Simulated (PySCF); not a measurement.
H2Si (SMILES [SiH2]), triplet, geometry from GFN2-xTB. Base run: MP2/pcseg-1 (PySCF).

Input for PySCF:
```python
from pyscf import gto, scf, mp

mol = gto.M(
    atom='''
Si   -0.001662    0.085384    0.004957
H    -1.257618   -0.625119    0.012335
H     1.280882   -0.570254   -0.081733
''',
    basis='pcseg-1',
    charge=0,
    spin=2,
    verbose=4,
)

mf = scf.UHF(mol)
mf.kernel()

pt = mp.MP2(mf)
pt.kernel()
print('E(MP2) = %.10f' % pt.e_tot)
mf.analyze()
```

Question: The base was run again with changes. Order these runs by total energy, lowest first: cart = on | method = ccsd | frozen = 6 | method = cisd | frozen = 4 | frozen = 5.

Answer: method = ccsd (ΔE vs base (kcal/mol) -11.72), method = cisd (ΔE vs base (kcal/mol) -10.37), cart = on (ΔE vs base (kcal/mol) -5.84), frozen = 4 (ΔE vs base (kcal/mol) 3.29), frozen = 5 (ΔE vs base (kcal/mol) 4.08), frozen = 6 (ΔE vs base (kcal/mol) 27.13)

Open shells are given as the SCF converged; they aren't shown to be the lowest states, and a large step between rows can be another state.
